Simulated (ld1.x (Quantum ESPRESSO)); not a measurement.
## Configuration tests for Se (Z = 34) (RRKJ)

Se (Z = 34), norm-conserving RRKJ (Kleinman–Bylander form), made with ld1.x (Quantum ESPRESSO) 7.5 (PBE, scalar-relativistic). Core [Ar] 3d10, reference 4s1.5 4p4.5. Waves: 4p (bound): rc 1.45 bohr; 4s (bound): rc 1.25 bohr. Local part: the s channel. Core correction: Bessel-smoothed model core inside 0.80 bohr.

Energies are relative to the spin-unpolarised reference configuration 4s1.5 4p4.5; without spin polarisation the order of configurations can differ from experiment. The frozen-core shift is the all-electron ΔE with the core orbitals held at their reference shape minus the fully relaxed ΔE.

```csv
valence configuration,charge,ΔE all-electron (eV),error AE − PS (meV),frozen-core shift (meV)
4s2 4p3,+1,5.430,-3.9,+1.6
4s2 4p2,+2,25.779,-18,+17
4s1 4p5,0,5.467,-2.9,+1.5
4s2 4p3.5,+0.5,-1.105,-2.0,+0.7
4s0 4p6,0,16.550,-26,+13
4s2 4p1,+3,56.647,-50,+81
```

(1) What are ΔE and the potential's error for 4s2 4p4?

Levels in the configuration 4s2 4p3:

```
level  all-electron (eV)  pseudo (eV)
   4s            -26.859      -26.859
   4p            -15.407      -15.410
```

Note: ghost state, extra bound levels that the all-electron valence spectrum of the same l lacks: p at -1548.2 eV. A true bound ghost makes a file unfit for plane-wave use.

Answers

(1) ΔE = -5.414 eV all-electron; the error (AE − PS) is -1.9 meV.
